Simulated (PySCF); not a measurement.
A structure optimised at PBE-D3(BJ)/def2-SVP, used in a PySCF frequency run:

```
In
O 1 2.0185
H 2 0.9776 1 109.25
C 1 2.1563 2 124.44 3 -179.40
H 4 1.1054 1 108.97 2 -16.97
H 4 1.1054 5 110.77 1 119.80
H 4 1.1064 5 110.15 6 121.57
Br 1 2.5278 2 111.68 3 0.28
```
Charge 0, spin multiplicity 1.

Write its SMILES and formula.

[CH3][In]([OH])[Br], CH₄BrInO

What are its rotational constants (standard atomic weights)?

4.3497, 1.2143, 0.95519 GHz
